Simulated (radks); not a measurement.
Results of a calculation; reference values are marked as such.
Species: the magnesium ion Mg3+. Configuration: [He] 2s2 2p5.

Code: a radial shooting solver on a logarithmic mesh with Libxc functionals. Model: scalar-relativistic Kohn-Sham, r2SCAN, spin-polarised, spherical densities, finite nucleus; open shells are filled with parallel spins first; meta-GGA in the generalised Kohn-Sham scheme; Fermi nuclear charge, rms radius 3.057 fm.

Energy parts (hartree):
total: -196.55071
kinetic: 196.85734
electron-nucleus: -455.18038
Hartree: 76.88297
exchange-correlation: -15.11064

Orbitals (lengths in bohr, moments of r in powers of bohr):
| orbital | occ. | eigenvalue (hartree) | <r> |
|---|---|---|---|
| 1s up | 1 | -48.77272 | 0.1306 |
| 1s down | 1 | -48.71055 | 0.1304 |
| 2s up | 1 | -4.90739 | 0.6671 |
| 2s down | 1 | -4.78643 | 0.6725 |
| 2p up | 3 | -3.64441 | 0.6363 |
| 2p down | 2 | -3.50686 | 0.6455 |

The highest occupied level is 2p down at -95.426 eV. The density falls to 0.001 e/bohr^3 at r = 2.02 bohr. Summed over all electrons, <r^2> = 3.688 bohr^2, which gives a Langevin (diamagnetic) susceptibility term of -2.92 x 10^-6 cm^3/mol.
